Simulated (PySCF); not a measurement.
Job for PySCF: D3(BJ) and D4 dispersion corrections on F6Ga2.

```python
from pyscf import gto
from pyscf.dispersion import dftd3, dftd4

mol = gto.M(
    atom='''
    Ga   -1.10902661   -0.21031960   -0.94220648
    Ga    1.10907744    0.21012937    0.94212577
    F    -2.04094499    1.18542621   -1.36541851
    F    -1.34749180   -1.82681866   -1.51291221
    F     2.04243942   -1.18422684    1.36669064
    F     1.34563647    1.82730356    1.51175762
    F    -0.75718274   -0.22122244    0.94061244
    F     0.75749281    0.21972840   -0.94074927
    ''',
    basis='def2-svp',
    charge=0, spin=0, verbose=0, max_memory=1800)
d3, d4 = {}, {}
for xc in ['hf', 'pbe', 'blyp', 'revpbe', 'tpss', 'r2scan', 'b3lyp', 'pbe0', 'bhlyp', 'camb3lyp', 'b2plyp']:
    d3[xc] = float(dftd3.DFTD3Dispersion(mol, xc=xc, version='d3bj', atm=False).get_dispersion()['energy'])
    print(f'D3(BJ) {xc:10s} {d3[xc]:14.8f} Eh')
for xc in ['hf', 'pbe', 'blyp', 'revpbe', 'tpss', 'r2scan', 'b3lyp', 'pbe0', 'bhlyp', 'camb3lyp', 'b2plyp']:
    d4[xc] = float(dftd4.DFTD4Dispersion(mol, xc={'camb3lyp': 'cam-b3lyp'}.get(xc, xc), atm=True).get_dispersion()['energy'])
    print(f'D4     {xc:10s} {d4[xc]:14.8f} Eh')
```

The log:

```
D3(BJ) hf            -0.04243118 Eh
D3(BJ) pbe           -0.00515908 Eh
D3(BJ) blyp          -0.01179589 Eh
D3(BJ) revpbe        -0.01182299 Eh
D3(BJ) tpss          -0.00681271 Eh
D3(BJ) r2scan        -0.00148167 Eh
D3(BJ) b3lyp         -0.00990824 Eh
D3(BJ) pbe0          -0.00480894 Eh
D3(BJ) bhlyp         -0.00881278 Eh
D3(BJ) camb3lyp      -0.00492266 Eh
D3(BJ) b2plyp        -0.00521458 Eh
D4     hf            -0.02451267 Eh
D4     pbe           -0.00782423 Eh
D4     blyp          -0.01654941 Eh
D4     revpbe        -0.01975800 Eh
D4     tpss          -0.01044749 Eh
D4     r2scan        -0.00185902 Eh
D4     b3lyp         -0.01269297 Eh
D4     pbe0          -0.00669807 Eh
D4     bhlyp         -0.01111200 Eh
D4     camb3lyp      -0.00694288 Eh
D4     b2plyp        -0.00543725 Eh
```

The run finished.

Cost: very roughly 0.03 core-seconds.
